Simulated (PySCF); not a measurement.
Assigning NMR signals

Mapped SMILES: `[CH3:1][O:2][C@H:3]1[CH2:4][N:5]([SiH3:6])[N:7]=[C:8]1[CH3:9]` (H(Xn): hydrogen on atom n). Ha(C4) is cis to O2 on the ring; Hb(C4) is trans to O2 on the ring.

No solvent, averaged over atoms made equivalent by symmetry, fast rotation or ring inversion, one conformer, non-relativistic Hamiltonian. Shieldings: GIAO PBE0/pcSseg-1; GFN2-xTB structure; PySCF.

Chemical shifts δ = σref − σ; ¹³C (σ = 186.93 ppm), ¹H (σ = 31.72 ppm) against TMS, all at this level.

**Question.** Assign these signals to the numbered atoms. ¹³C{¹H} NMR (computed): δ 147.5, 92.2, 59.2, 55.7, 15.1.

**Answer.** 
```tsv
δ (ppm)	atoms	environment	reason
147.5	C8	C=N carbon	–
92.2	C3	sp3 CH bonded to O	the inductive effect lowers its shielding
59.2	C1	methyl carbon bonded to O	pulled downfield by the heteroatom
55.7	C4	sp3 CH2 bonded to N	deshielded by the electronegative neighbour
15.1	C9	methyl carbon	a saturated carbon with 1 carbon neighbour and no heteroatom attached
```

**Question.** Assign these signals to the numbered atoms. ¹H NMR (400 MHz, computed): δ 4.85 (s, 3H), 4.61 (m, 1H), 3.55 (m, 1H), 3.46 (s, 3H), 3.31 (m, 1H), 2.09 (s, 3H).

**Answer.** 
| δ (ppm) | atoms | environment | reason |
| --- | --- | --- | --- |
| 4.85 | H(Si6) | hydrogen on a silicon bonded to N | – |
| 4.61 | H(C3) | hydrogen on an sp3 CH bonded to O | its carbon carries O, an electronegative neighbour |
| 3.55 | Hb(C4) | hydrogen on an sp3 CH2 bonded to N | its carbon carries N, hence the downfield position |
| 3.46 | H(C1) | hydrogen on a methyl carbon bonded to O | its carbon carries O, which withdraws density |
| 3.31 | Ha(C4) | hydrogen on an sp3 CH2 bonded to N | its carbon carries N, an electronegative neighbour |
| 2.09 | H(C9) | hydrogen on a methyl carbon | – |

Hb(C4) and H(C1) lie closer than the usual error of such a calculation, so a measured spectrum could show them in the other order.

Shifts are as computed. Against solution values, carbons near 30 ppm lie about +3 ppm off and those near 130 ppm about +5 ppm. Of 1211 compounds with measured shifts, 218 miss one by over three times the rms of a fit or turn the order of signals round; such compounds aren't used in these exercises. Multiplicities follow the n + 1 count of equivalent neighbours, as no J values were calculated; m marks all less simple cases, F and P coupling included.
